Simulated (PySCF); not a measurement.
**Gas-phase XPS of `C#C[C@@H]1C[C@]12C[C@@H]2F`, computed**

Species: C₇H₇F.
Numbering: `[CH:1]#[C:2][C@@H:3]1[CH2:4][C@:5]12[CH2:6][C@@H:7]2[F:8]`

Geometry (PBE0-D3(BJ)/def2-SVP, Å), atoms numbered from 1 in this order:
```
atom  x, y, z in Å
C1    -0.736   -1.648    2.190
C2    -0.396   -1.410    1.051
C3    -0.002   -1.105   -0.297
C4     1.398   -0.568   -0.589
C5     0.224    0.311   -0.698
C6    -0.284    1.621   -0.223
C7    -0.432    1.202   -1.661
F8    -1.666    0.864   -2.108
H9    -1.038   -1.868    3.197
H10   -0.442   -1.751   -1.067
H11    1.882   -0.918   -1.505
H12    2.059   -0.436    0.271
H13    0.421    2.422    0.021
H14   -1.195    1.593    0.384
H15    0.161    1.705   -2.434
```

Computed, not measured: delta-SCF UKS SCAN, pcX-2 on the ionised atom, pcseg-1 elsewhere, spin-free X2C in PySCF 2.14.0. Vertical ΔSCF values, vacuum level as zero.

**Question.** List the computed XPS lines with their assignment.

**Answer.** 
```tsv
atom(s)	environment	level	binding energy (eV)	above the level's lowest (eV)	count
C1	terminal alkyne carbon	C 1s	290.00	0.00	1
C2	alkyne carbon	C 1s	290.63	+0.63	1
C6	three-membered-ring carbon	C 1s	290.91	+0.91	1
C5	sp3 carbon at a ring junction	C 1s	290.95	+0.95	1
C4	three-membered-ring carbon	C 1s	290.96	+0.96	1
C3	propargylic carbon	C 1s	291.56	+1.56	1
C7	sp3 C–F carbon	C 1s	292.97	+2.97	1
F8	alkyl fluorine	F 1s	692.47	0.00	1
```

The listed C 1s values span 2.97 eV, from C1 (bonded to C (triple bond) and H) to C7 (bonded to F, 2 C and H). The widest gap between neighbouring values is 1.41 eV, between 291.56 and 292.97 eV. The values 290.91, 290.95 and 290.96 eV lie too close for their order to be trusted.

**Question.** Which photon energy gives electrons from F 1s of F8 a kinetic energy of 20 eV, and what is their de Broglie wavelength?

**Answer.** hν = 692.47 + 20 = 712.47 eV, recoil neglected; λ = 12.264 Å/√(E/eV) = 2.74 Å.

The unrestricted hole states depart most from a pure doublet (⟨S²⟩ = 0.75; over 0.85 named) for C 1s of C2 (0.87), which makes this value less certain. Geometry: PBE0-D3(BJ)/def2-SVP; no solvent, vibrations or thermal averaging.
